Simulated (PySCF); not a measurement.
C₄H₁₂Ge (SMILES CC(C)[CH2][GeH3]), singlet, at a GFN2-xTB geometry; PBE0/STO-3G in PySCF.

Here is a job for PySCF.
```python
from pyscf import gto, scf, dft

mol = gto.M(
    atom='''
Ge    1.192047    0.567145   -0.057544
C    -0.142915   -0.408134    1.024786
C    -1.471814   -0.751718    0.354175
C    -1.277870   -1.785959   -0.748685
C    -2.140609    0.498176   -0.204275
H     2.476959    0.637973    0.707558
H     1.518230   -0.074756   -1.368930
H     0.797422    1.980877   -0.347540
H    -0.336515    0.202444    1.911164
H     0.326339   -1.328314    1.382121
H    -2.131079   -1.185769    1.118189
H    -0.641060   -1.380685   -1.533697
H    -2.234282   -2.059389   -1.189360
H    -0.810996   -2.686346   -0.354447
H    -1.539402    0.907787   -1.016287
H    -2.241715    1.257541    0.568864
H    -3.130160    0.265812   -0.592240
''',
    basis='sto-3g',
    charge=0,
    spin=0,
    verbose=4,
)

mf = dft.RKS(mol)
mf.xc = 'pbe0'
mf.grids.atom_grid = (99, 590)
mf.grids.prune = None
mf.kernel()
```

Output, abridged:

```
PySCF version 2.14.0

[INPUT] verbose = 4
[INPUT] num. atoms = 17
[INPUT] num. electrons = 68
[INPUT] charge = 0
[INPUT] spin (= nelec alpha-beta = 2S) = 0
[INPUT] symmetry False subgroup None
[INPUT] Mole.unit = angstrom
[INPUT] Symbol           X                Y                Z      unit          X                Y                Z       unit  Magmom
[...]
nuclear repulsion = 366.478284268628
number of shells = 32
number of NR pGTOs = 150
number of NR cGTOs = 50
basis = sto-3g
ecp = {}

******** <class 'pyscf.dft.rks.RKS'> ********
method = RKS
initial guess = minao
damping factor = 0
level_shift factor = 0
DIIS = <class 'pyscf.scf.diis.CDIIS'>
diis_start_cycle = 1
diis_space = 8
diis_damp = 0
SCF conv_tol = 1e-09
SCF conv_tol_grad = None
SCF max_cycles = 50
direct_scf = True
direct_scf_tol = 1e-13
XC library pyscf.dft.libxc version 7.1.2
    S. Lehtola, C. Steigemann, M. J. T. Oliveira, and M. A. L. Marques,  SoftwareX 7, 1–5 (2018)
XC functionals = pbe0
    C. Adamo and V. Barone,  J. Chem. Phys. 110, 6158 (1999)
    M. Ernzerhof and G. E. Scuseria,  J. Chem. Phys. 110, 5029 (1999)
radial grids:
    Treutler-Ahlrichs [JCP 102, 346 (1995); DOI:10.1063/1.469408] (M4) radial grids

becke partition: Becke, JCP 88, 2547 (1988); DOI:10.1063/1.454033
pruning grids: None
grids dens level: 3
symmetrized grids: False
atomic radii adjust function: <function treutler_atomic_radii_adjust>
User specified grid scheme (99, 590)
small_rho_cutoff = 0
Set gradient conv threshold to 3.16228e-05
Initial guess from minao.
tot grids = 992976
init E= -2208.23128465441
[...]
cycle= 1 E= -2210.37037452142  delta_E= -2.14  |g|= 0.472  |ddm|= 4.64
[...]
cycle= 2 E= -2210.41996170689  delta_E= -0.0496  |g|= 0.34  |ddm|= 1.45
[...]
cycle= 3 E= -2210.45945436006  delta_E= -0.0395  |g|= 0.016  |ddm|= 0.588
[...]
cycle= 4 E= -2210.4595341964  delta_E= -7.98e-05  |g|= 0.00527  |ddm|= 0.0312
[...]
cycle= 5 E= -2210.45954267258  delta_E= -8.48e-06  |g|= 0.00149  |ddm|= 0.00894
[...]
cycle= 6 E= -2210.45954332417  delta_E= -6.52e-07  |g|= 0.000122  |ddm|= 0.00203
[...]
cycle= 7 E= -2210.45954332838  delta_E= -4.21e-09  |g|= 6.35e-05  |ddm|= 0.000265
[...]
cycle= 8 E= -2210.45954332964  delta_E= -1.26e-09  |g|= 6.23e-06  |ddm|= 9.28e-05
[...]
cycle= 9 E= -2210.45954332966  delta_E= -2e-11  |g|= 6.45e-07  |ddm|= 1.19e-05
[...]
Extra cycle  E= -2210.45954332965  delta_E= 3.64e-12  |g|= 2.98e-07  |ddm|= 2.16e-06
converged SCF energy = -2210.45954332965
```
